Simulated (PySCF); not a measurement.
**Radial density of F⁺ (fluorine, charge +1)**

revPBE, [He] 2s1 2p5, 2s spin antiparallel (an excited configuration). Computed with PySCF 2.14 in dyall-acv3z (15s9p4d2f, 76 functions), with the non-relativistic Hamiltonian (point nucleus).

| r (bohr) | 4πr²ρ (e/bohr) | 4πr²(ρα − ρβ) |
| --- | --- | --- |
| 0.00232 | 0.02849 | -0.0009 |
| 0.00390 | 0.07838 | -0.0024 |
| 0.00656 | 0.2113 | -0.0064 |
| 0.0110 | 0.5517 | -0.0167 |
| 0.0186 | 1.363 | -0.0410 |
| 0.0312 | 3.072 | -0.0910 |
| 0.0525 | 5.945 | -0.1681 |
| 0.0883 | 8.950 | -0.2124 |
| 0.149 | 9.064 | -0.0631 |
| 0.250 | 5.646 | 0.2842 |
| 0.420 | 4.485 | 0.2659 |
| 0.707 | 5.723 | -0.1780 |
| 1.19 | 3.446 | -0.0879 |
| 2.00 | 0.6405 | 0.0365 |
| 3.36 | 0.02329 | 0.0036 |
| 5.66 | 5.403e-05 | 0.0000 |

With the s spin flipped the determinant is a mixture of two multiplicities, not a spectroscopic state.
